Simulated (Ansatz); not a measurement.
Start from `[CH3][SbH2]` and change one atom or group to get `[CH3][SbH][OH]`.

Ansatz, PBE0-D4/def2-TZVP geometries, multiplicity 1. Each molecule was computed in one conformer, which needn't be the lowest.

Elements past krypton have def2 core potentials.  Spin–orbit coupling is left out; it splits and shifts lone-pair levels of the heavy atoms by tenths of an eV.

| property | `[CH3][SbH2]` |
| --- | --- |
| HOMO energy (PBE0/def2-TZVPP) / eV | -7.04 |
| HOMO energy (PBE/def2-TZVPP) / eV | -6.03 |
| HOMO energy (ωB97M-V/def2-TZVPP) / eV | -9.13 |
| HOMO–LUMO gap (ωB97M-V/def2-TZVPP) / eV | 10.47 |
| LUMO energy (PBE0/def2-TZVPP) / eV | -0.21 |
| ideal-gas entropy at 298 K and 1 bar (rigid rotor, harmonic PBE0-D4/def2-TZVP) / J/(mol·K) | 284 |

**Question.** What does the change do to each property? (An estimate is asked.)

**Answer.** Ansatz gave: 
```
                                                                                  property  `[CH3][SbH][OH]`  shift
                                                        HOMO energy (PBE0/def2-TZVPP) / eV             -6.98   0.06
                                                         HOMO energy (PBE/def2-TZVPP) / eV             -5.90   0.13
                                                     HOMO energy (ωB97M-V/def2-TZVPP) / eV             -9.10   0.03
                                                   HOMO–LUMO gap (ωB97M-V/def2-TZVPP) / eV              9.94  -0.53
                                                        LUMO energy (PBE0/def2-TZVPP) / eV             -0.82  -0.61
ideal-gas entropy at 298 K and 1 bar (rigid rotor, harmonic PBE0-D4/def2-TZVP) / J/(mol·K)               318     34
```

With PBE0 the HOMO rises by 0.06 eV and the LUMO falls by 0.61 eV, so the gap narrows by about 0.67 eV. PBE moves the HOMO by 0.13 eV and ωB97M-V by 0.03 eV. The zero-point energy changes by 17.6 kJ/mol with +3 modes.
